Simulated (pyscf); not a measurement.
Optimised with ωB97X-D3(BJ)/def2-SVP in PySCF.

**Question.** How much does it cost (ΔH, 298 K, ωB97M-D3(BJ)/def2-TZVP) to split H₃Si–NH–NH–SiH₃ (SMILES [SiH3]NN[SiH3]) at its N–N bond into •HN–SiH₃ + •HN–SiH₃?

**Answer.** N–N to •HN–SiH₃ + •HN–SiH₃: 72.2 kcal/mol. The 7 functionals that were run give +63.8 (r²SCAN) to +75.3 kcal/mol (M06-2X). H₃Si–NH–NH–SiH₃ lies 60.4 kcal/mol over its isomer H₂N–SiH₂–NH–SiH₃, and others may lie lower still (electronic energy, ωB97M-D3(BJ)). •HN–SiH₃ lies 20.8 kcal/mol over its isomer H₂N–SiH₂•, and others may lie lower still (electronic energy, ωB97M-D3(BJ)).
